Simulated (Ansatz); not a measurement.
Reaction (redistribution): `[SiH3][O][Ge][O][SiH3]` + `[SiH3]OBCl` → `[SiH3][O][Ge][Cl]` + `[SiH3]OBO[SiH3]`

Isolated molecules relaxed with PBE0-D4/def2-TZVP in Ansatz; ΔE leaves out vibrations. CBS: MP2 limit from def2 TZ/QZ plus the TZ coupled-cluster correction, frozen cores. This one scheme is used for every species. For Ge outer-core shells are correlated without core-valence functions, which leaves a few kJ/mol of doubt a bond. Scalar relativity is left out up to krypton. Each species was taken in one conformer, which may not be the lowest.

| level | ΔE (kJ/mol) |
| --- | --- |
| HF/CBS(def2) | -78.5 |
| CCSD/CBS(def2) | -68.1 |

(1) What does CCSD(T)/CBS give? (An estimate is asked.)

Largest T1 diagnostic among the species: 0.014.

Results:

(1) The calculation gave: -65.7 kJ/mol. The listed levels differ from it by -12.8, -2.4 kJ/mol.

Leaving LDA and LC-ωPBE aside and taking each functional with its dispersion term where it has one, the values, not all of them listed here, spread over 9.0 kJ/mol, from BHLYP-D4 to revPBE-D4. In def2-TZVPP, CCSD(T) changes the Hartree–Fock value by +16.2 kJ/mol (the triples alone add +2.4 kJ/mol) and MP2 by +19.1 kJ/mol. From BLYP to BHLYP (50 % exact exchange), in def2-TZVPP and without D4, ΔE moves by −4.4 kJ/mol.
